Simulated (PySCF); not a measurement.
Compound: CH5NO2Si.
SMILES: `NC(=O)[SiH2]O`

Torsions of this conformer, `[NH2:1][C:2](=[O:3])[SiH2:4][OH:5]`: N1–C2–Si4–O5 180°, H–N1–C2–O3 179°, H–N1–C2–O3 0°, H–O5–Si4–C2 0°.

The closed-shell ground state was solved at several levels (PySCF, density fitting, gas phase, non-relativistic). Geometry: PBE0-D3(BJ)/def2-SVP, one conformer, isolated molecule.

| level | basis functions | total energy (Eh) | HOMO (eV) | LUMO (eV) | gap (eV) | dipole (D) |
| --- | --- | --- | --- | --- | --- | --- |
| B3LYP/def2-SVPD | 150 | -535.6293 | -7.38 | -0.79 | 6.59 | 4.35 |
| KT3/pcSseg-2 | 257 | -541.6912 | -6.25 | -1.43 | 4.82 | 4.09 |

What might PBE0/pcSseg-1 (117 basis functions) give for the same quantities?

Total energy -535.4342 Eh, HOMO -7.53 eV, LUMO -0.25 eV, gap 7.28 eV, dipole 4.32 D.

Over all these levels, which gives the widest orbital gap and which the narrowest?

PBE0/pcSseg-1 (global hybrid, 25 % exact exchange) has the widest, 7.28 eV, and KT3/pcSseg-2 (GGA) the narrowest, 4.82 eV. Functional and basis both differ between the two, so the spread mixes both effects.

How far do the dipole and the HOMO energy spread over the levels?

The dipole runs from 4.09 to 4.35 D (mean 4.25 D) and the HOMO from -7.53 to -6.25 eV.
